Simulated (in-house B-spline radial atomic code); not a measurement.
Hg⁺. Computed with a B-spline radial atomic code. Model: all-electron spherical atom, spin shells full or empty, radial basis limit, no spin-orbit coupling, Breit or QED, empty-state partial waves extrapolated as (l+1/2)^-4, RPA, G0W0 and static COHSEX of the highest shell as one setting changes (uncorrelated shells keep exact exchange).

In a row where one electron alone is correlated, RPA and GW hold only self-correlation.

Without the two-electron picture change, core correlation of heavy ions comes too large.

Given: element Hg; charge 1; filled core Xe; hamiltonian one-electron scalar X2C; mean-field start r2SCAN; highest l of empty states 9; nuclear rms radius 5.4648 fm; highest mean-field shell 6s up.

Shell: 4f 7 7, 5d 5 5, 6s 1 0 (electrons up and down).

```tsv
lowest nl shells left uncorrelated	RPA correlation energy (hartree)	G0W0 level (eV)	G0W0 minus most complete (meV)	COHSEX level (eV)
0	-7.0653	-19.241	0	-21.165
1	-6.8255	-19.241	0.1	-21.165
2	-6.6117	-19.241	-0.6	-21.167
3	-5.9939	-19.241	0.1	-21.165
4	-5.7942	-19.244	-2.9	-21.172
5	?	?	?	?
6	?	?	?	?
7	-3.9676	-19.252	-11.2	-21.198
8	-3.3992	-19.254	-12.7	-21.204
9	-2.4362	-19.231	9.4	-21.168
10	-2.2373	-19.276	-35.4	-21.256
11	-0.962	-19.156	84.4	-21.061
12	-0.57973	-19.112	128.4	-21.023
13	-0.014922	-18.124	1116.6	-18.963
```

(1) What follows for lowest nl shells left uncorrelated = 5?

(2) What follows for lowest nl shells left uncorrelated = 6?

Answers

(1) RPA correlation energy -5.1779 hartree; G0W0 level -19.243 eV; G0W0 minus most complete -1.8 meV; COHSEX level -21.171 eV.

(2) RPA correlation energy -4.157 hartree; G0W0 level -19.235 eV; G0W0 minus most complete 5.7 meV; COHSEX level -21.157 eV.
